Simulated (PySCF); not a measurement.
Working out the ionisation energy of Kr²⁺

Kr²⁺ [Ar] 3d10 4s2 4p4 (3P) → Kr³⁺ [Ar] 3d10 4s2 4p3 (4S). All numbers are calculated (PySCF 2.14, scalar relativity through the core potential, in aug-cc-pwCVTZ-PP with ECP10MDF (8s7p6d4f1g, 96 functions)). Frozen: 3s2 3p6 3d10. Energies in hartree (1 hartree = 27.21139 eV):

| part | Kr²⁺ (lower) | Kr³⁺ (upper) |
| --- | --- | --- |
| UHF | -460.864897 | -459.603003 |
| CCSD correlation | -0.133439 | -0.101489 |
| (T) | -0.003320 | -0.002430 |

Problem. What does Hartree-Fock give?

Solution. (-459.603003) − (-460.864897) = 1.261894 hartree = 34.338 eV.

Problem. What do CCSD and CCSD(T) give?

Solution. The CCSD correlation energies differ by 0.031950 hartree = 0.869 eV and the triples by 0.000890 hartree = 0.024 eV, so CCSD gives 35.207 eV and CCSD(T) 35.231 eV.

Reference: 35.838 ± 0.02 eV (measured; NIST Atomic Spectra Database, ionization energies), between the lowest levels; spin-orbit coupling is absent from the calculation.

What remains against the reference includes basis incompleteness, the frozen core and higher excitations.
